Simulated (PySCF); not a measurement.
Computed structure and properties of [WOF3]−

System: [WOF3]− (triplet); start: displaced along the imaginary mode (C1). Method: PySCF 2.14.0, UKS B3LYP, W def2-SVP with ECP60, O def2-SVP, F def2-SVP; non-relativistic Hamiltonian with scalar-relativistic core potentials where named; density fitting; no spin-orbit coupling.

Input of the relaxation:

```python
mol = gto.M(atom='''
W      0.04730     0.08420     0.06878
O      1.04157     1.10310     1.07739
F     -1.02837    -1.38134     0.88206
F      0.75395    -1.33666    -1.18915
F     -1.06044     0.97404    -1.26591''',
    basis={'W': 'def2-SVP', 'O': 'def2-SVP', 'F': 'def2-SVP'},
    ecp={'W': 'def2-SVP'},
    charge=-1, spin=2)
mf = dft.UKS(mol, xc='B3LYP')
mf.grids.atom_grid = (50, 194)
mf = mf.density_fit()  # fitting sets: W def2-universal-JKFIT, O def2-universal-JKFIT, F def2-universal-JKFIT
mf.conv_tol = 1e-08; mf.max_cycle = 55
mf.kernel(dm0)  # dm0: converged density of the start geometry
# quasi-Newton relaxation in Cartesian coordinates to a largest gradient under 0.00045 Eh/bohr, steps kept in the point group
```

Run from Python with OMP_NUM_THREADS=2; the lines above give its settings. Where DIIS fails, smearing, a level shift and second-order steps follow.
It took 42 s on 2 threads of Arm Neoverse V1, on a shared host, from the converged density of the start.

Course of the relaxation:

| step | energy above end (eV) | largest force component within the symmetry (eV/Å) |
| --- | --- | --- |
| 0 | 0.5193 | 0.834 |
| 1 | 0.3272 | 0.702 |
| 2 | 0.1418 | 1.114 |
| 3 | 0.0765 | 0.479 |
| 4 | 0.0223 | 0.329 |
| 5 | 0.0045 | 0.150 |
| 6 | 0.0014 | 0.080 |
| 7 | 0.0001 | 0.055 |
| 8 | 0.0000 | 0.018 |
| 9 | 0.0000 | 0.004 |

Relaxed geometry (Cs):

```xyz
5

W    -0.1457    0.0349    0.0644
O     0.7309    1.0832    1.1219
F    -0.5562   -1.5303    1.1611
F     0.3070   -1.2976   -1.2959
F    -0.5820    1.1533   -1.4783
```

```json
{"contact": "W1–O2 (O)", "Å": "1.728"}
{"contact": "W1–F3 (F)", "Å": "1.955"}
{"contact": "W1–F4 (F)", "Å": "1.957"}
{"contact": "W1–F5 (F)", "Å": "1.955"}
```

On the finer grid (75, 302):

| Item | Value |
| --- | --- |
| HOMO | 0.09 eV |
| LUMO | 2.38 eV |
| Dipole about the centre of mass | 0.86 D |
| Spin squared | 2.007 |
| Set of Mulliken populations of W1 outside the core potential | s 2.61, p 6.44, d 4.03, f 0.16 |
| D3(BJ) dispersion energy (not in the energies) | -0.151 eV |

```
atom  Mulliken (e)  Löwdin (e)  spin (e)
  W1          0.76        0.04      1.93
  O2         -0.44       -0.23     -0.06
  F3         -0.44       -0.27      0.05
  F4         -0.44       -0.27      0.03
  F5         -0.44       -0.27      0.05
```

The highest filled level lies above zero, as often for anions with such functionals and bases; it isn't the detachment energy.

A rough frequency check found all modes real, so this is a minimum.

Rigid scan of O along the line from its metal:

distance to O2 (Å), energy (eV) and a bar:
```
     1.43      4.007 #################
     1.53      1.472 ######
     1.63      0.307 #
     1.73      0.000 
     1.83      0.219 #
     1.93      0.746 ###
     2.13      2.209 #########
     2.43      4.383 ##################
     2.83      6.061 #########################
     3.33      7.140 ##############################
```

Taking off one F (charge -1, singlet; the rest: triplet) in vacuum, both parts rigid, costs 6.84 eV; the small basis without counterpoise inflates it.

Rigid scan of F along the line from its metal:

```csv
distance to F3 (Å),energy (eV)
1.65,1.743
1.75,0.642
1.85,0.134
1.95,0.000
2.05,0.095
2.15,0.325
2.35,0.971
2.65,2.000
3.05,3.106
3.55,3.997
```

One start shape was tried, so this needn't be the lowest isomer.

Open shells may have lower solutions than the one found.
